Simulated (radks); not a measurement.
Results of a calculation; reference values are marked as such.
The mean radii <r> (bohr) of the occupied orbitals of an atom or ion are listed with their occupations. Level of theory: scalar-relativistic Kohn-Sham, PBE, spin-unpolarised, spherical densities, point nucleus (a radial shooting solver on a logarithmic mesh with Libxc functionals).

| orbital | occ. | <r> |
|---|---|---|
| 1s | 2 | 0.04700 |
| 2s | 2 | 0.2100 |
| 2p | 6 | 0.1837 |
| 3s | 2 | 0.6242 |
| 3p | 6 | 0.6470 |
| 3d | 10 | 0.7365 |
| 4s | 2 | 2.116 |
| 4p | 2 | 2.899 |

Name the element and its charge.

Answer. Z = 32, germanium, charge 0: Ge in [Ar] 3d10 4s2 4p2. The 1s radius gives Z: for a bare nucleus <r> = (2 gamma + 1)/(2Z) with gamma = sqrt(1 - (Z/c)^2), 0.04601 bohr for Z = 32, and screening makes it slightly larger (0.04700 here). The occupations add up to 32, and the charge is Z minus that.
